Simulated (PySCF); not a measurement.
Compound: C₄H₈O₄S.
Geometry (GFN2-xTB, Å), atoms numbered from 1 in this order:
```xyz
17
C4H8O4S angstrom
C      2.2176    0.4871    0.3020
C      1.0104   -0.4351    0.4285
C     -0.0173   -0.1609   -0.6697
C     -1.2330   -1.1322   -0.5861
O     -2.3881   -0.3360   -0.5027
S     -1.9334    1.0032    0.2572
O     -1.6608    0.6920    1.6165
O     -2.7990    2.0728   -0.0505
O     -0.5619    1.1412   -0.5469
H      2.9106    0.3133    1.1207
H      1.8937    1.5238    0.3298
H      2.7375    0.3101   -0.6371
H      1.3259   -1.4780    0.3557
H      0.5197   -0.2757    1.3902
H      0.4535   -0.1983   -1.6586
H     -1.3280   -1.7623   -1.4713
H     -1.1546   -1.7530    0.3126
```

PySCF closed-shell single points with density fitting, gas phase. The input was altered on purpose; the results of an altered input aren't properties of the species above.

Task: What comes out at HF/pcSseg-1 with: at most 86 cycles, charge set to +2?

Result: E = -851.7850 Eh; HOMO -23.66 eV, LUMO -17.68 eV (gap 5.98 eV), in 32 cycles. The system has 78 electrons in place of 80.

The SCF part of the output:
```
final grid: 144392 points
cycle   1  E = -851.2247237473  dE =  4.708e+00  |g| = 1.500e+00  |ddm| = 3.866e+00
cycle   2  E = -850.7567856316  dE =  4.679e-01  |g| = 2.030e+00  |ddm| = 2.484e+00
cycle   3  E = -851.6697924964  dE = -9.130e-01  |g| = 6.749e-01  |ddm| = 1.785e+00
cycle   4  E = -851.7677662866  dE = -9.797e-02  |g| = 1.845e-01  |ddm| = 4.339e-01
cycle   5  E = -851.7790340202  dE = -1.127e-02  |g| = 7.099e-02  |ddm| = 2.026e-01
cycle   6  E = -851.7810306040  dE = -1.997e-03  |g| = 3.001e-02  |ddm| = 6.871e-02
cycle   7  E = -851.7825348961  dE = -1.504e-03  |g| = 2.538e-02  |ddm| = 7.618e-02
cycle   8  E = -851.7836329941  dE = -1.098e-03  |g| = 1.585e-02  |ddm| = 7.695e-02
cycle   9  E = -851.7843138934  dE = -6.809e-04  |g| = 9.552e-03  |ddm| = 7.794e-02
cycle  10  E = -851.7845680409  dE = -2.541e-04  |g| = 7.304e-03  |ddm| = 4.449e-02
... (12 lines left out)
cycle  23  E = -851.7850392193  dE = -9.604e-08  |g| = 1.256e-04  |ddm| = 1.736e-03
cycle  24  E = -851.7850392614  dE = -4.219e-08  |g| = 8.491e-05  |ddm| = 5.152e-04
cycle  25  E = -851.7850392803  dE = -1.888e-08  |g| = 5.658e-05  |ddm| = 9.190e-04
cycle  26  E = -851.7850392944  dE = -1.405e-08  |g| = 4.104e-05  |ddm| = 3.136e-04
cycle  27  E = -851.7850393005  dE = -6.085e-09  |g| = 3.134e-05  |ddm| = 3.171e-04
cycle  28  E = -851.7850393061  dE = -5.649e-09  |g| = 2.566e-05  |ddm| = 2.379e-04
cycle  29  E = -851.7850393107  dE = -4.630e-09  |g| = 1.800e-05  |ddm| = 2.496e-04
cycle  30  E = -851.7850393129  dE = -2.183e-09  |g| = 1.265e-05  |ddm| = 1.817e-04
cycle  31  E = -851.7850393143  dE = -1.399e-09  |g| = 9.320e-06  |ddm| = 1.792e-04
cycle  32  E = -851.7850393149  dE = -5.302e-10  |g| = 4.461e-06  |ddm| = 1.355e-04
converged SCF energy = -851.7850393149
```
